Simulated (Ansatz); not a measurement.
SbMe3 (C3H9Sb). The state is a singlet with charge 0. Geometry PBE-D4/def2-SVP; atoms count from 1.

```xyz
13

C    -0.149    1.657    0.819
C    -0.267   -1.547    0.985
C     0.548   -0.112   -1.766
Sb    1.177   -0.025    0.336
H    -0.189    1.798    1.917
H    -1.170    1.457    0.437
H     0.242    2.584    0.357
H    -1.265   -1.329    0.558
H    -0.332   -1.551    2.091
H     0.068   -2.547    0.646
H     0.895   -1.062   -2.219
H     0.997    0.732   -2.325
H    -0.556   -0.054   -1.835
```

In the def2 sets Sb takes a core potential; there is no spin–orbit coupling.

(1) Estimate the Mulliken populations from the PBE0/def2-TZVP orbitals of Ansatz.

(2) And the Mayer bond orders between heavy atoms (over 0.3)?

Answers

(1) 
```csv
atom,charge (e)
C1,-0.59
C2,-0.59
C3,-0.59
Sb4,0.54
H5,0.14
H6,0.13
H7,0.14
H8,0.13
H9,0.14
H10,0.14
H11,0.14
H12,0.14
H13,0.13
```
Mulliken values depend strongly on the basis.

(2) C1–Sb4 0.94 (2.20 Å); C2–Sb4 0.94 (2.20 Å); C3–Sb4 0.94 (2.20 Å).
